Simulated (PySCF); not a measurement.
Compound: C4H5PTe.
Atom-mapped SMILES: `[Te:1]=[PH:2]1[CH:3]=[CH:4][CH:5]=[CH:6]1` (hydrogens: H7 on P2; H8 on C3; H9 on C4; H10 on C5; H11 on C6)

Geometry (PBE0-D3(BJ)/def2-SVP, Å), atoms numbered from 1 in this order:
```
atom  x, y, z in Å
Te1    3.3072   -0.4307   -0.7088
P2     1.3210   -0.4642    0.5297
C3     0.3535    1.0599    0.6773
C4    -0.8893    0.8351    0.2081
C5    -1.1405   -0.5389   -0.2526
C6    -0.0930   -1.3781   -0.1361
H7     1.4299   -0.9265    1.8743
H8     0.7544    2.0059    1.0414
H9    -1.6620    1.6065    0.1502
H10   -2.1060   -0.8323   -0.6731
H11   -0.0528   -2.4228   -0.4442
```

The calculation used PBE0-D3(BJ)/def2-SVP geometry optimisation, gas phase, def2 core potentials past Kr (PySCF).

Masses are those of the commonest isotopes; rigid-rotor values at the optimised geometry. 

Q: What are A, B and C (MHz)?

A: Ia = 96.21, Ib = 640.31, Ic = 681.25 u·Å²; 505379 MHz·u·Å²/I gives A = 5253, B = 789.3, C = 741.8 MHz.

Q: Classify the top.

A: A near-prolate asymmetric top: κ = (2 × 789.3 − 5253 − 741.8)/(5253 − 741.8) = -0.98.

Q: Is it planar, by Δ = Ic − Ia − Ib?

A: Not planar: Δ = Ic − Ia − Ib = -55.27 u·Å². For a rigid frame Δ = −2 Σ m c², so Σ m c² = 27.63 u·Å² lies off the ab plane: 6.32 from hydrogen and 21.32 from heavier atoms. The atom farthest from that plane is 2.09 Å away.

Q: Give the other two planar moments, Paa and Pbb, and the rms extents of the mass along the axes.

A: Paa = Σ m a² = (Ib + Ic − Ia)/2 = 612.68 and Pbb = Σ m b² = (Ia + Ic − Ib)/2 = 68.57 u·Å². With the mass M = 213.92 u, the rms extents √(P/M) along a, b and c are 1.69, 0.57, 0.36 Å.

Q: List the rotational levels J(Ka,Kc) to J = 5 (MHz).

A: Above 0(0,0):
J = 1: 1(0,1) 1531, 1(1,1) 5995, 1(1,0) 6042
J = 2: 2(0,2) 4593, 2(1,2) 9010, 2(1,1) 9152, 2(2,1) 22544, 2(2,0) 22544
J = 3: 3(0,3) 9185, 3(1,3) 13532, 3(1,2) 13816, 3(2,2) 27137, 3(2,1) 27139, 3(3,1) 49575, 3(3,0) 49575
J = 4: 4(0,4) 15305, 4(1,4) 19561, 4(1,3) 20035, 4(2,3) 33261, 4(2,2) 33267, 4(3,2) 55700, 4(3,1) 55700, 4(4,1) 87112, 4(4,0) 87112
J = 5: 5(0,5) 22953, 5(1,5) 27096, 5(1,4) 27807, 5(2,4) 40916, 5(2,3) 40929, 5(3,3) 63357, 5(3,2) 63357, 5(4,2) 94769, 5(4,1) 94769, 5(5,1) 135156, 5(5,0) 135156

Q: Which lines would a microwave search look for?

A: The dipole components are |μa| = 4.69 D, |μb| = 0.00 D, |μc| = 0.63 D; the mirror of this Cs structure is the ac plane, so μb vanishes by symmetry and there are no b-type lines. Intensities carry the squares of the components, which stand as 1.00 : 0.02 (a : c). Some lines, for components of 0.1 D or more:

| type | branch | J(Ka,Kc) | MHz | lower level (cm⁻¹) |
| --- | --- | --- | --- | --- |
| a | R | 1(0,1) ← 0(0,0) | 1531 | 0.000 |
| a | R | 2(1,2) ← 1(1,1) | 3015 | 0.200 |
| a | R | 2(0,2) ← 1(0,1) | 3062 | 0.051 |
| a | R | 2(1,1) ← 1(1,0) | 3110 | 0.202 |
| c | Q | 3(1,3) ← 3(0,3) | 4347 | 0.306 |
| c | Q | 2(1,2) ← 2(0,2) | 4417 | 0.153 |
| c | Q | 1(1,1) ← 1(0,1) | 4464 | 0.051 |
| a | R | 3(1,3) ← 2(1,2) | 4522 | 0.301 |
| a | R | 3(0,3) ← 2(0,2) | 4592 | 0.153 |
| a | R | 3(2,2) ← 2(2,1) | 4593 | 0.752 |
| a | R | 3(2,1) ← 2(2,0) | 4595 | 0.752 |
| a | R | 3(1,2) ← 2(1,1) | 4664 | 0.305 |
| c | R | 1(1,0) ← 0(0,0) | 6042 | 0.000 |
| c | R | 2(1,1) ← 1(0,1) | 7621 | 0.051 |
| c | R | 3(1,2) ← 2(0,2) | 9223 | 0.153 |
| c | Q | 3(2,2) ← 3(1,2) | 13321 | 0.461 |
| c | Q | 2(2,1) ← 2(1,1) | 13392 | 0.305 |
| c | R | 2(2,0) ← 1(1,0) | 16502 | 0.202 |
| c | R | 2(2,1) ← 1(1,1) | 16549 | 0.200 |
| c | R | 3(2,1) ← 2(1,1) | 17987 | 0.305 |
| c | R | 3(2,2) ← 2(1,2) | 18127 | 0.301 |
| c | Q | 3(3,1) ← 3(2,1) | 22436 | 0.905 |
| c | R | 3(3,0) ← 2(2,0) | 27031 | 0.752 |
| c | R | 3(3,1) ← 2(2,1) | 27031 | 0.752 |

Q: Estimate the classical rotational partition function at 200 K, 298.15 K and 500 K.

A: Point group Cs, symmetry number σ = 1; q = (√π/σ)·√((kT/h)³/(ABC)), k/h = 20836.6 MHz/K: 272000 at 200 K, 495000 at 298.15 K, 1070000 at 500 K.

PBE0-D3(BJ)/def2-SVP frequencies: not computed here. Zero-point vibration and centrifugal distortion are left out.
